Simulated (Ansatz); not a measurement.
This singlet lies 0.60 eV below the relaxed triplet at the level frozen-core CCSD(T)/aug-cc-pVDZ // B3LYP-D3(BJ)/def2-TZVPD (Ansatz, an electronic-structure program).

A geometry relaxed with B3LYP-D3(BJ)/def2-TZVPD (Ansatz), charge -1, multiplicity 1:

```xyz
9

H     -1.6282    -1.2991     0.2191
H     -3.1976     0.3461    -0.3331
H      3.2031     0.3945    -0.2434
Al     0.0055     1.6145    -1.1756
H      1.6294    -0.6169     1.1623
H      1.7851    -1.2626    -1.0970
H     -1.7987     0.6567     1.5194
Si    -1.7525     0.1982     0.0808
Si     1.7540    -0.0314    -0.2226
```

Problem. Write the SMILES of this molecule.

Solution. `[SiH3][Al-][SiH3]`
